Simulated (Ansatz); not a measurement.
`BN[SiH2]OC` + `O[SiH](O)[SiH3]` → `BO[SiH](O)[SiH3]` + `CO[SiH2]N`  (ligand exchange at a B–N bond)

Computed with Ansatz on PBE0-D4/def2-TZVP structures; ΔE is electronic, products minus reactants. CCSD(T)/CBS is the MP2 limit (def2-TZVPP, def2-QZVPP) plus CCSD(T) − MP2 in def2-TZVPP, frozen cores. This one scheme is used for every species. DFT in def2-TZVPP. B3LYP here is the variant with VWN-RPA as its local correlation; programs differ in this. Each species was taken in one conformer, which may not be the lowest.

`BN[SiH2]OC`:

Z-matrix (Å, degrees):
```
Si
N 1 1.730
O 1 1.639 2 108.1
H 1 1.490 2 110.4 3 -117.9
H 1 1.482 2 107.5 3 121.4
B 2 1.400 1 126.2 3 -110.3
H 2 1.011 1 116.8 3 68.3
C 3 1.408 1 123.4 2 -167.8
H 6 1.198 2 119.7 1 179.5
H 6 1.198 2 118.9 1 -0.8
H 8 1.097 3 111.7 1 48.3
H 8 1.095 3 111.3 1 -73.3
H 8 1.091 3 108.3 1 167.6
```

`O[SiH](O)[SiH3]`:

```xyz
10

O     0.013   -1.541   -1.261
Si   -0.424   -0.060   -0.684
O     0.359    1.176   -1.439
Si    0.117    0.200    1.582
H     0.918   -1.823   -1.117
H    -1.882   -0.009   -0.962
H     0.174    1.319   -2.370
H     1.579   -0.011    1.782
H    -0.613   -0.808    2.399
H    -0.241    1.558    2.070
```

`BO[SiH](O)[SiH3]`:

Cartesian coordinates in Å:
```
B 1.760 -0.093 -1.278
O 1.548 -0.238 0.044
Si 0.173 -0.096 0.968
O -0.248 -1.570 1.551
Si -1.657 0.675 -0.275
H 2.863 -0.289 -1.703
H 0.853 0.231 -2.003
H 0.566 0.810 2.080
H 0.321 -1.983 2.203
H -2.811 0.856 0.647
H -1.337 1.988 -0.896
H -2.032 -0.293 -1.339
```

`CO[SiH2]N`:

Cartesian coordinates in Å:
```
C 1.401 -0.932 0.403
O 1.108 0.355 -0.081
Si -0.354 0.751 -0.724
N -1.700 0.632 0.317
H 0.790 -1.180 1.279
H 1.236 -1.700 -0.363
H 2.452 -0.960 0.696
H -0.655 -0.172 -1.852
H -0.166 2.157 -1.144
H -2.267 -0.196 0.369
H -1.846 1.245 1.101
```

```
        level  ΔE (kcal/mol)
      ωB97X-V           -1.3
        B3LYP           -0.8
HF/def2-QZVPP           -2.8
MP2/CBS(def2)           -0.9
```

Problem. What does CCSD(T)/CBS give? (An estimate is asked.)

Solution. Computed: -1.0 kcal/mol. The listed levels differ from it by -0.3, 0.2, -1.8, 0.1 kcal/mol.

Largest T1 diagnostic among the species: 0.014.

In def2-TZVPP, CCSD(T) changes the Hartree–Fock value by +1.8 kcal/mol (the triples alone add +0.2 kcal/mol) and MP2 by +1.9 kcal/mol.
